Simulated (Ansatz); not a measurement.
Input for Ansatz (a program for electronic structure): R-CCSD(T)/def2-TZVPPD on Cl2Zn (SMILES [Cl][Zn][Cl]), atoms moved off the minimum. Files ending in .json are basis or fitting sets from the Basis Set Exchange.

Ansatz 0.2 input:
```yaml
crystal:
  periodic: [false, false, false]
  atoms:
    - {symbol: Zn, position_ang: [-0.02526117, -0.03717943, -0.01697833]}
    - {symbol: Cl, position_ang: [-0.07548598, 0.15545492, -1.90900528]}
    - {symbol: Cl, position_ang: [0.06887140, -0.17993458, 2.01986766]}
basis:
  gaussian:
    orbitals: def2-TZVPPD.json
magnetization: {spin_polarized: false}
correlation: {method: ccsd_t, electrons: outside_noble_gas}
scf: {lower_state_search: off}
output: {forces: true}
```

Output:

```
WARN ansatz: RAYON_NUM_THREADS=4 ignored (pool sized by the plan → 4); use --threads N
Functional definition: HF
these checks for a lower state are left out or cut short: starts, cluster_reference, orbital_swaps, neighbouring_geometries, increment
integrals: 0.49 GiB planned
1063 factors; integrals over basis functions are off by at most 9.0e-4 eV
mean field: 0.67 GiB planned
mean field evaluation 1: about -73385.7404 eV, gradient 2.1e1 eV
mean field evaluation 2: about -73386.0426 eV, gradient 2.2e1 eV
mean field evaluation 4: about -73387.2532 eV, gradient 4.1e0 eV
mean field evaluation 8: about -73387.2815 eV, gradient 1.0e-1 eV
mean field -73387.28148443 eV, -2696.9328508669 hartree, gradient 1.9e-6 eV, S^2 0.000000; 0 other end points of the search recorded, 0 dependent functions left out
19 core orbitals not correlated
reference -73387.28148443 eV, -2696.9328508669 hartree; 13, 13 occupied and 137, 137 virtual orbitals, 1063 factors
densities: 2.31 GiB planned
second order -23.94983432 eV of doubles, -0.00000000 eV of singles
coupled cluster: 1.29 GiB planned
cycle   1  -22.71784838 eV  change     1.2e0 eV  update   1.1e-1
cycle   2  -23.33348732 eV  change   -6.2e-1 eV  update   4.5e-2
cycle   3  -23.46301126 eV  change   -1.3e-1 eV  update   1.7e-2
cycle   4  -23.43882996 eV  change    2.4e-2 eV  update   5.6e-3
cycle   5  -23.42845264 eV  change    1.0e-2 eV  update   2.0e-3
cycle   6  -23.43062872 eV  change   -2.2e-3 eV  update   5.8e-4
cycle   7  -23.43070522 eV  change   -7.7e-5 eV  update   2.4e-4
cycle   8  -23.43046192 eV  change    2.4e-4 eV  update   7.1e-5
cycle   9  -23.43055102 eV  change   -8.9e-5 eV  update   2.3e-5
cycle  10  -23.43058000 eV  change   -2.9e-5 eV  update   7.7e-6
perturbative correction -0.85768715 eV, -0.0315194215 hartree
the calculation of the forces begins
mean field evaluation 16: about -73386.8597 eV, gradient 2.0e0 eV
Total energy: -73411.56975159 eV, -2697.8254282216 hartree
Atom 0 at    -0.025261    -0.037179    -0.016978 Å, force     0.115211    -0.359182     3.768317 eV/Å
Atom 1 at    -0.075486     0.155455    -1.909005 Å, force    -0.142166     0.450582    -4.700882 eV/Å
Atom 2 at     0.068871    -0.179935     2.019868 Å, force     0.026955    -0.091400     0.932564 eV/Å
Dipole moment:    -0.017314    -0.011825    -0.111339 e Å
Checks for a lower state left out: starts, cluster_reference, orbital_swaps, neighbouring_geometries, increment
```

Self-consistency was reached.

Cost: about 8 core-minutes (a rough figure).
